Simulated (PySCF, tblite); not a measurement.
Species: C₆H₈BF.
Z-matrix (Å and degrees, GFN2-xTB geometry), rows numbered from 1:
```
B 
C   1  1.5305
C   2  1.3499  1  135.47
C   3  1.5054  2   96.32  1   177.54
C   4  1.4923  3  115.03  2  -112.62
C   5  1.3200  4  123.88  3  -131.04
C   2  1.5228  1  132.86  3  -179.07
F   7  1.3707  2  116.28  1   -60.17
H   1  1.1684  2  119.01  3   -10.87
H   1  1.1678  2  120.14  3   169.12
H   3  1.0757  2  133.39  1    -3.93
H   4  1.0934  3  115.18  2   117.20
H   5  1.0814  4  115.01  3    49.10
H   6  1.0783  5  121.94  4    -0.28
H   6  1.0763  5  121.77  4   179.87
H   7  1.0945  2  115.57  1    66.12
```

Jobs on this species (16 atoms, 58 electrons) with PySCF (density fitting) and tblite. Hardware of each: an Arm Neoverse V1 with one thread, shared host. Times come from a shared host and carry two figures at best.

```
 level and settings                                                               work  basis functions  SCF cycles  wall time
           GFN2-xTB                                                  L-BFGS relaxation                –           –     0.67 s
      PBE0/pcSseg-1    shieldings, ring-centre shieldings, charges and field gradients              176           ?          ?
CAM-B3LYP/def2-SVPD  8 singlets by full TDDFT, 3 Tamm–Dancoff triplets, polarisability              227          12       60 s
```

Fill in the missing figures.

- PBE0/pcSseg-1; shieldings, ring-centre shieldings, charges and field gradients: 26 s, 14 SCF cycles

What do all jobs in the table cost together?

About 87 s; the longest takes about 69 % of that, and about 90 times as long as the shortest.
